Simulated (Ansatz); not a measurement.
Cost and result for the atomization energy of `[BH2][SnH2][SiH3]` (10 atoms, 9 bonds).

```json
{"atom": "B1", "x (Å)": "0.430", "y (Å)": "0.085", "z (Å)": "-2.134"}
{"atom": "Sn2", "x (Å)": "0.921", "y (Å)": "0.437", "z (Å)": "0.017"}
{"atom": "Si3", "x (Å)": "-1.044", "y (Å)": "-0.415", "z (Å)": "1.444"}
{"atom": "H4", "x (Å)": "-0.176", "y (Å)": "0.900", "z (Å)": "-2.762"}
{"atom": "H5", "x (Å)": "0.716", "y (Å)": "-0.947", "z (Å)": "-2.663"}
{"atom": "H6", "x (Å)": "1.145", "y (Å)": "2.093", "z (Å)": "0.388"}
{"atom": "H7", "x (Å)": "2.327", "y (Å)": "-0.393", "z (Å)": "0.528"}
{"atom": "H8", "x (Å)": "-1.266", "y (Å)": "-1.865", "z (Å)": "1.200"}
{"atom": "H9", "x (Å)": "-0.763", "y (Å)": "-0.211", "z (Å)": "2.890"}
{"atom": "H10", "x (Å)": "-2.290", "y (Å)": "0.318", "z (Å)": "1.092"}
```

Charge 0, multiplicity 1. Correlated methods include outer-core shells of Sn, which these sets cover unevenly. Sn: def2 effective core potential. Geometry: relaxed with PBE0-D4/def2-TZVP. Program: Ansatz. All runs use 2 threads of an Arm Neoverse V2 on a shared host. Times are those of one run each, without the atoms' runs, and a repeat can differ threefold. Electronic energies, without spin–orbit coupling; frozen cores. CCSD(T)/CBS adds CCSD(T) − MP2 in def2-TZVPP to the MP2 limit, and its time is that of the two runs behind it. T1 = 0.014. With those shells the extrapolation isn't a true limit. HSE06 is the plane-wave form, built on full-range PBE exchange.

CCSD(T)/CBS is a level of theory with its own doubt, some kJ/mol a heavy atom from the limit and from the frozen cores, so smaller differences don't rank the functionals.

| level | functions | wall time |
| --- | --- | --- |
| LDA (SPW92)/def2-TZVPP | 221 | 1.4 s |
| revPBE-D4/def2-TZVPP | 221 | 2.4 s |
| BHLYP-D4/def2-TZVPP | 221 | 3.8 s |
| PBE0-D4/def2-TZVPP | 221 | 3.9 s |
| HSE06-D4/def2-TZVPP | 221 | 4 s |
| CCSD(T)/def2-SVP | 93 | 4.6 s |
| B2PLYP/def2-TZVPP | 221 | 7 s |
| PBE-QIDH/def2-TZVPP | 221 | 7 s |
| ωB97X-V/def2-TZVPP | 221 | 11 s |
| ωB97M-V/def2-TZVPP (with forces) | 221 | 15 s |
| MP2/def2-QZVPP | 419 | 25 s |
| CCSD(T)/def2-TZVPP | 221 | 2 min |
| CCSD(T)/CBS(def2) | – | 2.4 min |

Question: What atomization energy does each give, and how far from CCSD(T)/CBS? (Best estimate.)

Answer: Computed: 
| level | atomization (kJ/mol) | difference from CCSD(T)/CBS | per bond |
| --- | --- | --- | --- |
| LDA (SPW92)/def2-TZVPP | 2988.1 | 273.6 | 30.4 |
| revPBE-D4/def2-TZVPP | 2627.4 | -87.1 | -9.7 |
| BHLYP-D4/def2-TZVPP | 2689.7 | -24.8 | -2.8 |
| PBE0-D4/def2-TZVPP | 2672.7 | -41.8 | -4.6 |
| HSE06-D4/def2-TZVPP | 2672.4 | -42.1 | -4.7 |
| CCSD(T)/def2-SVP | 2537.9 | -176.6 | -19.6 |
| B2PLYP/def2-TZVPP | 2662.6 | -51.9 | -5.8 |
| PBE-QIDH/def2-TZVPP | 2670.1 | -44.4 | -4.9 |
| ωB97X-V/def2-TZVPP | 2732.6 | 18.1 | 2.0 |
| ωB97M-V/def2-TZVPP (with forces) | 2704.2 | -10.3 | -1.2 |
| MP2/def2-QZVPP | 2640.2 | -74.3 | -8.3 |
| CCSD(T)/def2-TZVPP | 2653.5 | -61.0 | -6.8 |
| CCSD(T)/CBS(def2) | 2714.5 | 0.0 | 0.0 |

From PBE to PBE0 (25 % exact exchange), in def2-TZVPP and without D4, the atomization energy moves by +5.9 kJ/mol. The D4 term adds +30.4 kJ/mol with B3LYP and +16.1 kJ/mol with PBE0; it sums over pairs of atoms, weighted by their polarisabilities, and B3LYP, whose exchange is more repulsive, gets the larger term. In def2-TZVPP, CCSD(T) changes the Hartree–Fock value by +585.7 kJ/mol (the triples alone add +22.2 kJ/mol) and MP2 by +536.2 kJ/mol; breaking electron pairs costs correlation energy, which Hartree–Fock lacks.

B3LYP here is the variant with VWN-RPA as its local correlation; programs differ in this.

Spin–orbit coupling would lower the free Sn atoms strongly, and the atomization energy with them, by more than many differences here. For some Ge, Se and Sn compounds the MP2-based and the directly extrapolated limit differ by 10 to 25 kJ/mol.
